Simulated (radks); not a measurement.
The numbers below are computed, except where a source is named.
The arsenic anion As3-, [Kr], held by a Watson sphere: a shell of charge +3 at radius R that stands for the Madelung well of a crystal (potential energy -3/R inside, -3/r outside, in hartree with lengths in bohr). Code: a radial shooting solver on a logarithmic mesh with Libxc functionals. Model: scalar-relativistic Kohn-Sham, LB94 model potential, spin-polarised, spherical densities, finite nucleus; Fermi nuclear charge, rms radius of each element as measured or else 0.836 A^(1/3) + 0.57 fm. Response by self-consistent Sternheimer equations with the Hartree and adiabatic LDA kernel, the relativistic mass of each level held fixed and spin-orbit coupling left out. The sphere does not respond.

R (bohr)  e(3d) (eV)  e(4s) (eV)  e(4p) (eV)  <r> 4p (bohr)  sum of <r^2> (bohr^2)  X-ray form factor at sin(theta)/lambda = 0.3 1/angstrom  alpha (bohr^3)
2.2          -48.606     -21.211     -11.770          2.415                  58.77                                                   22.583           34.73
2.79         -47.012     -18.873     -10.135          2.650                  68.15                                                   22.627           52.72
2.82         -46.952     -18.771     -10.055          2.662                  68.63                                                   22.631           53.86
3.23         -46.219     -17.522      -9.009          2.816                  75.27                                                   22.677           71.89
3.79         -45.364     -16.183      -7.754          3.012                  84.42                                                   22.718           105.3
3.81         -45.336     -16.142      -7.713          3.019                  84.74                                                   22.719           106.8
